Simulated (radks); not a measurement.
Problem. The table gives one normalised radial function P(r) = r R(r) of Pr in [Xe] 4f3 6s2 (r in bohr). Calculated with a radial shooting solver on a logarithmic mesh with Libxc functionals: scalar-relativistic Kohn-Sham, exchange-only B88, spin-unpolarised, spherical densities, point nucleus.

r              P
0.001583   0.0000
0.002146   0.0000
0.002932   0.0001
0.004005   0.0003
0.005471   0.0006
0.007475   0.0015
0.01021    0.0035
0.01384    0.0079
0.01891    0.0178
0.02583    0.0389
0.03529    0.0817
0.04821    0.1615
0.06586    0.2943
0.08926    0.4745
0.1219     0.6639
0.1666     0.7323
0.2276     0.5070
0.3109    -0.0835
0.4248    -0.8260
0.5757    -1.2732
0.7865    -1.1769
1.074     -0.7148
1.468     -0.2844
2.005     -0.0691
2.718     -0.0097
3.713     -0.0006
5.072     0.0000
6.929     0.0000
9.467     0.0000
12.93     0.0000

Which n and l does it have? It may be an empty orbital.

Solution. n = 4, l = 2: the number of nodes gives n - l - 1 = 1, the rise at small r (about r^(l+1), flatter next to the nucleus through relativity) gives l, and the extent must fit the shell. The curve is that of 4d. 4d: eigenvalue -109.50 eV, 1 radial node at r = 0.300 bohr, <r> = 0.727 bohr, 90 % of the charge inside 1.09 bohr.
